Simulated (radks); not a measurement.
Species: Xe XIV. Configuration: [Kr] 4d5 (the NIST ground configuration). Method: Dirac Kohn-Sham, exchange-only PBE, spin-unpolarised, spherical densities, finite nucleus; open shells fill j = l - 1/2 first; Fermi nuclear charge, rms radius 4.7859 fm; computed with a radial shooting solver on a logarithmic mesh with Libxc functionals.

Radial electron density D(r) = 4 pi r^2 rho(r):

r (bohr),D(r) (e/bohr)
0.001351,3.541
0.001731,5.361
0.002236,8.127
0.002865,11.98
0.003701,17.52
0.004743,24.70
0.006078,33.74
0.007851,44.64
0.01006,55.63
0.013,65.36
0.01665,70.80
0.02134,70.72
0.02757,66.08
0.03533,62.31
0.04563,66.08
0.05848,78.37
0.07494,89.80
0.0968,87.05
0.124,71.90
0.1602,64.27
0.2053,72.91
0.2631,73.99
0.3399,50.31
0.4356,27.42
0.5626,24.31
0.721,23.79
0.9239,13.66
1.193,3.863
1.529,0.5428
1.976,0.02848
2.532,0.0005335

D(r) has 4 maxima, at r = 0.0188, 0.0818, 0.237, 0.639 bohr, and minima at 0.0365, 0.155, 0.511 bohr, inside which lie 2.02, 11.14, 29.15 electrons.
